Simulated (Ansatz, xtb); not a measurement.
# Isomers of FH6NSSi2 in order of energy

3 gas-phase structures of FH6NSSi2, from a drawn sample of its isomers (lower ones may exist). Each was relaxed with GFN2-xTB; where two conformers were screened, the lower at r2SCAN-D4/def2-SVP is listed:

A. `F[SiH2]N[SiH2]S`, a singlet
B. `F[SiH2]N([SiH3])S`, a singlet
C. `F[Si@@H](S)N[SiH3]`, a singlet

Task: Estimate their order in r2SCAN-D4/def2-SVP energy at these geometries, lowest first.

Result: Calculated order at r2SCAN-D4/def2-SVP: C (0.0), A (1.8), B (39.2) kcal/mol.

Energies above the lowest of each column, in kcal/mol; the last columns are at B3LYP-D3(BJ)/def2-SVP geometries:

```tsv
structure	GFN2-xTB	HF/STO-3G	r2SCAN-D4/def2-SVP	B3LYP-D3(BJ)/def2-SVP	CCSD(T)/def2-SVP + ΔMP2/def2-TZVPP
C	4.9	0.0	0.0	0.1	0.3
A	0.0	1.9	1.8	0.0	0.0
B	26.9	28.5	39.2	38.5	39.9
```

CCSD(T)/def2-SVP + ΔMP2/def2-TZVPP has A and C within 1 kcal/mol of each other at the bottom, and every level picks one of them. CCSD(T)/def2-SVP + ΔMP2/def2-TZVPP orders those it was run on as A (0.0), C (0.3), B (39.9) kcal/mol. Less than 1 kcal/mol parts A and C, so the order within that pair means little. Flexible structures stand in one conformer each, not always the lowest. A keeps a small imaginary mode. ΔMP2 is the change of the MP2 energy from the smaller to the larger basis.

Programs: Ansatz 0.2.0, xtb 6.7.1.
